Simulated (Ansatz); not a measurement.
Two structures, one formula

The two ends of one reaction step of Si2H8SO, closed shell (PBE0-D4/def2-TZVP).

A:

Si1  (0.208, 0.444, 0.475)
S2  (0.838, -1.582, 0.699)
O3  (-0.570, 0.706, -0.934)
Si4  (-1.520, -0.061, -2.032)
H5  (1.373, 1.356, 0.509)
H6  (-0.703, 0.670, 1.621)
H7  (1.981, 0.084, 3.293)
H8  (1.995, 0.714, 3.693)
H9  (1.813, -1.492, -0.221)
H10  (-0.723, -1.060, -2.788)
H11  (-2.650, -0.746, -1.353)
H12  (-2.043, 0.967, -2.962)
(Å)

B:

```xyz
12
angstrom
Si 0.2872 1.4232 0.8927
S 0.5945 -2.2916 0.7461
O -0.2619 1.0817 -0.6051
Si -1.0246 0.0203 -1.5852
H 0.2626 2.8983 1.0601
H -0.5705 0.7988 1.9338
H 1.0030 -1.9581 1.9798
H 1.6849 0.9462 1.0596
H 1.8040 -2.0491 0.2190
H -0.0548 -0.9478 -2.1602
H -2.0831 -0.7169 -0.8492
H -1.6414 0.7948 -2.6915
```

Program: Ansatz 0.2.0. Basis: def2-TZVPP. Cores are frozen in the correlated methods. B3LYP uses VWN-RPA correlation.

Question: Which structure is lower at CCSD(T), and by how much? (To be estimated.)

Answer: The calculation gives: A, by 0.398 eV (electronic energy, against the other). By their contacts, A is a complex of Si₂H₆SO ([SiH3][O][SiH2][SH]) + H₂ and B is a complex of Si₂H₆O ([SiH3][O][SiH3]) + H₂S.

All methods give the same order:

| method | E(B) − E(A) (eV) |
| --- | --- |
| SPW92 | 0.416 |
| PBE-D4 | 0.485 |
| BLYP-D4 | 0.433 |
| r2SCAN-D4 | 0.481 |
| B97M-V | 0.405 |
| PBE0-D4 | 0.449 |
| B3LYP-D4 | 0.400 |
| r2SCAN0-D4 | 0.450 |
| BHLYP-D4 | 0.353 |
| CAM-B3LYP-D4 | 0.351 |
| wB97X-V | 0.397 |
| wB97M-V | 0.410 |
| B2PLYP | 0.417 |
| PBE-QIDH | 0.453 |
| RPA on PBE | 0.349 |
| HF | 0.272 |
| MP2 | 0.481 |
| CCSD | 0.356 |
| CCSD(T) | 0.398 |

T1 diagnostic: at most 0.012.

Labels in which every atom is bracketed show which atoms are joined, not bond orders.

For scale, one of the runs: CCSD(T)/def2-TZVPP, 269 basis functions, launched by `ansatz run in.yaml --threads 4 --pin off --events-out ev --progress --plain --max-ram 9574MiB`. Time: 3.3 min of wall clock on 4 CPU threads of an Intel Xeon; the host was shared. Peak host memory: 6.3 GiB.
